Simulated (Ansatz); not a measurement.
The cation of `CN[SiH2][GaH2]` at the neutral geometry.

```yaml
crystal:
  periodic: [false, false, false]
  atoms:
    - {symbol: C, position_ang: [-0.736983, 1.953563, 0.381411]}
    - {symbol: N, position_ang: [-0.623487, 0.515911, 0.255398]}
    - {symbol: Si, position_ang: [0.807100, -0.270987, -0.296359]}
    - {symbol: Ga, position_ang: [0.470402, -2.655201, -0.218499]}
    - {symbol: H, position_ang: [-1.516270, 2.221417, 1.100665]}
    - {symbol: H, position_ang: [-0.957853, 2.463378, -0.566295]}
    - {symbol: H, position_ang: [0.204156, 2.361014, 0.760347]}
    - {symbol: H, position_ang: [-1.502767, 0.056057, 0.081847]}
    - {symbol: H, position_ang: [1.235607, 0.121924, -1.683099]}
    - {symbol: H, position_ang: [1.934274, 0.164901, 0.580656]}
    - {symbol: H, position_ang: [1.666624, -3.672898, -0.316738]}
    - {symbol: H, position_ang: [-0.980813, -3.259086, -0.079346]}
basis:
  gaussian: {orbitals: def2-QZVPP}
total_charge: 1
magnetization: {spin_polarized: true, initial_magnetization: 1}
correlation: {method: mp2}
scf: {omitted_lower_state_checks: [cluster_reference]}
```

```sh
$ ansatz run in.yaml --threads 2 --pin off --events-out ev --progress --plain --max-ram 32768MiB --backend cuda --devices 0, --max-vram 18GiB
```

Shortened log:

```
Functional definition: HF
3085 factors; integrals over basis functions are off by at most 9.8e-4 eV
mean field evaluation 1: about -62821.0651 eV, gradient 4.1e1 eV
mean field evaluation 2: about -62821.0665 eV, gradient 4.1e1 eV
mean field evaluation 4: about -62829.0810 eV, gradient 5.3e0 eV
mean field evaluation 8: about -62829.3559 eV, gradient 5.5e-1 eV
mean field evaluation 16: about -62829.3689 eV, gradient 4.1e-2 eV
mean field evaluation 32: about -62829.3789 eV, gradient 1.9e-1 eV
mean field evaluation 64: about -62829.3690 eV, gradient 3.9e-2 eV
mean field -62830.34018843 eV, -2308.9724139908 hartree, gradient 2.9e-6 eV, S^2 0.766221; 6 other end points of the search recorded, 0 dependent functions left out
16 core orbitals not correlated: weight in the atoms' cores, before any rotation towards them, 1.000 or more for the frozen orbitals, at most 0.000 for the correlated occupied ones
reference -62830.34018843 eV, -2308.9724139908 hartree; 17, 16 occupied and 480, 481 virtual orbitals, 3085 factors
second order -26.47741670 eV of doubles, -0.00000000 eV of singles
Total energy: -62856.81760513 eV, -2309.9454411073 hartree
Checks for a lower state left out: cluster_reference
```

Run time 11 s (2 threads of an AMD EPYC 7R13 on a shared host and a share of an NVIDIA H100 80 GB); peak host memory 1.1 GiB.
